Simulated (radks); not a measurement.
Values are calculated unless marked as measured or tabulated.
Ionisation of La, [Xe] 5d1 6s2, to La+, [Xe] 5d2, under several functionals. Non-relativistic Kohn-Sham, spin-polarised, spherical densities, point nucleus; open shells are filled with parallel spins first (spin-orbit coupling, left out, can overturn this in heavy ions); a radial shooting solver on a logarithmic mesh with Libxc functionals.

functional                                        E(La) (hartree)  Exc (hartree)  IE (eV)  -e(HOMO) (eV)  <r> HOMO (bohr)  IE error (eV)
LDA (Slater exchange, Perdew-Zunger correlation)       -8217.5575      -190.6892    4.809          3.483            4.607         -0.768
revTPSS                                                -8222.3427      -195.5063    4.213          3.349            4.720         -1.364
LDA (Slater exchange, VWN5 correlation)                -8217.5793      -190.7113    4.772          3.462            4.615         -0.805
exchange-only B88                                      -8221.1076      -194.2698    4.092          2.672            4.847         -1.485
RPBE                                                   -8223.6487      -196.8470    4.346          3.282            4.720         -1.231
Wu-Cohen GGA                                           -8222.5570      -195.7439    4.362          3.339            4.641         -1.215
XLYP                                                   -8224.5955      -197.7976    4.683          3.226            4.662         -0.894

NIST Atomic Spectra Database: 5.577 eV (measured). Closest: LDA (Slater exchange, Perdew-Zunger correlation). The Delta-SCF values span 0.72 eV, the total energies 7.04 hartree. The highest occupied level is 6s. Relativity is left out here, which matters for elements this heavy. Open shells are spherical and high-spin; term and fine-structure splittings are not resolved.
